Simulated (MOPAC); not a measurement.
MOPAC input (PM3):

```
PM3 FORCE THERMO(298,298) PRECISE LET UHF MS=0.5 GEO-OK AUX(PRECISION=9) THREADS=1
C4H2FO

F     2.01425506 1    0.09890388 1    0.09532183 1
C     0.72316184 1   -0.13701005 1    0.05674617 1
C    -0.13311557 1   -1.20916460 1    0.14906171 1
C    -1.46802637 1   -0.76600893 1    0.02004713 1
C    -1.35532047 1    0.60890160 1   -0.15134612 1
O    -0.02868094 1    1.01853810 1   -0.13281588 1
H    -2.37009018 1   -1.37019586 1    0.04934754 1
H    -2.07667756 1    1.40813999 1   -0.29333442 1
```

Output:

```
 *******************************************************************************
 **                                                                           **
 **                              MOPAC v23.2.5                                **
 **                                                                           **
 *******************************************************************************
 ** MOPAC's Digital Object Identifier: https://doi.org/10.5281/zenodo.6511958 **
 **                                                                           **
 ** Please cite the open-source release paper for use of this MOPAC version:  **
 ** J. E. Moussa and J. J. P. Stewart (2026)                                  **
 ** MOPAC: An open-source semiempirical molecular orbital program             **
 ** J. Open Source Softw., 11(119), 8025, https://doi.org/10.21105/joss.08025 **
 *******************************************************************************

                              PM3 CALCULATION RESULTS

 *******************************************************************************
 *  PM3        - The PM3 Hamiltonian to be used
 *  GEO-OK     - OVERRIDE INTERATOMIC DISTANCE AND OTHER SAFETY CHECKS
 *  UHF        - UNRESTRICTED HARTREE-FOCK CALCULATION
 *  MS=        - IN MECI, MAGNETIC COMPONENT OF SPIN =  0.5
 *  LET        - OVERRIDE SOME SAFETY CHECKS
 *  PRECISE    - TIGHTER CRITERIA TO BE USED
 *  FORCE      - FORCE CALCULATION SPECIFIED
 *  AUX        - OUTPUT AUXILIARY INFORMATION
 *  THERMO     - THERMODYNAMIC QUANTITIES TO BE CALCULATED
 *******************************************************************************
PM3 FORCE THERMO(298,298) PRECISE LET UHF MS=0.5 GEO-OK AUX(PRECISION=9) THREADS=1
 C4H2FO

   ATOM   CHEMICAL          X               Y               Z
  NUMBER   SYMBOL      (ANGSTROMS)     (ANGSTROMS)     (ANGSTROMS)

     1       F          2.01425506  *   0.09890388  *   0.09532183  *
     2       C          0.72316184  *  -0.13701005  *   0.05674617  *
     3       C         -0.13311557  *  -1.20916460  *   0.14906171  *
     4       C         -1.46802637  *  -0.76600893  *   0.02004713  *
     5       C         -1.35532047  *   0.60890160  *  -0.15134612  *
     6       O         -0.02868094  *   1.01853810  *  -0.13281588  *
     7       H         -2.37009018  *  -1.37019586  *   0.04934754  *
     8       H         -2.07667756  *   1.40813999  *  -0.29333442  *

          CARTESIAN COORDINATES

    NO.       ATOM           X           Y           Z

     1         F          2.0143      0.0989      0.0953
     2         C          0.7232     -0.1370      0.0567
     3         C         -0.1331     -1.2092      0.1491
     4         C         -1.4680     -0.7660      0.0200
     5         C         -1.3553      0.6089     -0.1513
     6         O         -0.0287      1.0185     -0.1328
     7         H         -2.3701     -1.3702      0.0493
     8         H         -2.0767      1.4081     -0.2933

  H: (PM3): J. J. P. STEWART, J. COMP. CHEM. 10, 209 (1989).
  C: (PM3): J. J. P. STEWART, J. COMP. CHEM. 10, 209 (1989).
  O: (PM3): J. J. P. STEWART, J. COMP. CHEM. 10, 209 (1989).
  F: (PM3): J. J. P. STEWART, J. COMP. CHEM. 10, 209 (1989).

           Empirical Formula: C4 H2 O F  =     8 atoms
[...]
 EFFECTIVE MASS     12.6251
 FORCE CONSTANT      2.9988

 VIBRATION         14    9A'         ATOM PAIR     ENERGY CONTRIBUTION    RADIAL
 FREQUENCY          1446.96         C 3 -- C 4         +20.4% ( 76.5%)     72.8%
 TRANSITION DIPOLE   0.3451         C 4 -- C 5         +16.5% ( 68.8%)     54.3%
 TRAVEL (Ang.)       0.1157         C 2 -- C 4         +13.2% ( 61.5%)     43.3%
 REDUCED MASS        3.4788         C 4 -- H 7         +11.4% ( 57.3%)      0.3%
 EFFECTIVE MASS     11.5018
 FORCE CONSTANT      4.2912

 VIBRATION         15   10A'         ATOM PAIR     ENERGY CONTRIBUTION    RADIAL
 FREQUENCY          1545.76         C 4 -- C 5         +22.4% ( 84.2%)     76.6%
 TRANSITION DIPOLE   0.3107         C 3 -- C 4         +17.0% ( 73.3%)     59.5%
 TRAVEL (Ang.)       0.1137         C 3 -- C 5         +13.2% ( 64.7%)     98.8%
 REDUCED MASS        3.3732         C 2 -- C 4          +9.3% ( 54.4%)     94.4%
 EFFECTIVE MASS     12.1853
 FORCE CONSTANT      4.7488

 VIBRATION         16   11A'         ATOM PAIR     ENERGY CONTRIBUTION    RADIAL
 FREQUENCY          1880.78         F 1 -- C 2         +23.8% ( 89.9%)     97.9%
 TRANSITION DIPOLE   2.1098         C 2 -- C 3         +22.0% ( 86.5%)     86.2%
 TRAVEL (Ang.)       0.0709         C 2 -- C 5         +16.8% ( 75.5%)     57.5%
 REDUCED MASS        7.1264         C 2 -- C 4         +16.7% ( 75.4%)     99.7%
 EFFECTIVE MASS     12.8996         C 2 -- O 6         +16.7% ( 75.3%)      4.0%
 FORCE CONSTANT     14.8523

 VIBRATION         17   12A'         ATOM PAIR     ENERGY CONTRIBUTION    RADIAL
 FREQUENCY          3122.65         C 5 -- H 8         +91.6% ( 99.1%)    100.0%
 TRANSITION DIPOLE   0.6932         C 3 -- C 5          +1.7% ( 13.4%)     98.5%
 TRAVEL (Ang.)       0.1549         C 2 -- C 5          +1.7% ( 13.4%)     76.6%
 REDUCED MASS        0.8999         C 5 -- O 6          +1.7% ( 13.4%)     16.5%
 EFFECTIVE MASS      1.5632
 FORCE CONSTANT      5.1701

 VIBRATION         18   13A'         ATOM PAIR     ENERGY CONTRIBUTION    RADIAL
 FREQUENCY          3166.97         C 4 -- H 7         +93.0% ( 99.1%)    100.0%
 TRANSITION DIPOLE   0.6056         C 4 -- C 5          +1.8% ( 13.9%)     55.3%
 TRAVEL (Ang.)       0.1539         C 3 -- C 4          +1.7% ( 13.4%)     40.4%
 REDUCED MASS        0.8994         C 2 -- C 4          +1.7% ( 13.3%)     90.9%
 EFFECTIVE MASS      1.5769
 FORCE CONSTANT      5.3151

      SYMMETRY NUMBER FOR POINT-GROUP Cs  =  1

          SYSTEM IS A GROUND STATE

 C4H2FO

          MOLECULE IS NOT LINEAR

          THERE ARE 18 GENUINE VIBRATIONS IN THIS SYSTEM
          THIS THERMODYNAMICS CALCULATION IS LIMITED TO
          MOLECULES WHICH HAVE NO INTERNAL ROTATIONS

                    CALCULATED THERMODYNAMIC PROPERTIES
                                          *
   TEMP. (K)   PARTITION FUNCTION   H.O.F.    ENTHALPY  HEAT CAPACITY ENTROPY
                                   KCAL/MOL   CAL/MOLE    CAL/K/MOL  CAL/K/MOL

 298.00  VIB.     0.2550D+01                  1134.0390    10.0719     5.6655
         ROT.     0.8928D+05                   888.2803     2.9808    25.6340
         INT.     0.2276D+06                  2022.3193    13.0527    31.2996
         TRA.     0.7584D+27                  1480.4672     4.9680    39.2333
         TOT.                       15.218    3502.7865    18.0207    70.5329

   *: NOTE: HEATS OF FORMATION ARE RELATIVE TO THE
            ELEMENTS IN THEIR STANDARD STATE AT 298K
              (=  Standard Enthalpy of Formation).

            Hvib:  Zero-point energy is not included.
                   frequencies of less than zero cm-1 are not included.
            Hrot = (3/2)RT
            Htra = (3/2)RT + pV = (5/2)RT

            Heat capacity is Cp, not Cv

          For more information, see: HTTP://OpenMOPAC.net/Manual/thermochemistry.html

           FORCE CONSTANT IN CARTESIAN COORDINATES (Millidynes/A)

    ATOM   CHEMICAL       X               Y               Z
   NUMBER   SYMBOL  FORCE CONSTANT  FORCE CONSTANT  FORCE CONSTANT

      1       F       11.163006        0.662105        0.152969
      2       C       18.816343        8.878662        0.965029
      3       C        9.937580        8.374515        0.886949
      4       C       13.383153        9.408687        1.880253
      5       C        9.466982       13.361534        1.669780
      6       O        7.264544        7.774236        0.784563
      7       H        4.715271        1.420247        0.313017
      8       H        1.828643        4.099582        0.261080

 **********************
 *                    *
 * JOB ENDED NORMALLY *
 *                    *
 **********************

 == MOPAC DONE ==
```
